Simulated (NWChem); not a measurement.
Molecule: HTeOF; SMILES O[Te]F

```xyz
4

Te     0.3341     0.0097    -0.0042
F     -0.8734    -1.5099    -0.0082
O     -1.0230     1.4353    -0.0679
H     -1.3296     1.6012     0.8340
```
Atoms are numbered in this order, from 1.

All runs: NWChem. The geometry was optimised at PBE0/def2-SVP. Not confirmed as a minimum by frequencies. def2 effective core potentials on Te; no spin-orbit coupling. Ions are spin-unrestricted doublets at the neutral geometry; other ion states weren't tried.

For level PBE/def2-SVP:

```
Property                               Value
-------------------------------------  -----
vertical ionisation energy, ΔSCF (eV)   8.57
−ε(HOMO) (eV)                           5.03
```

Question: How do the values read with level CAM-B3LYP/def2-SVP instead?

Answer: The vertical ionisation energy, ΔSCF (eV) is 8.98 and the −ε(HOMO) (eV) is 7.62.
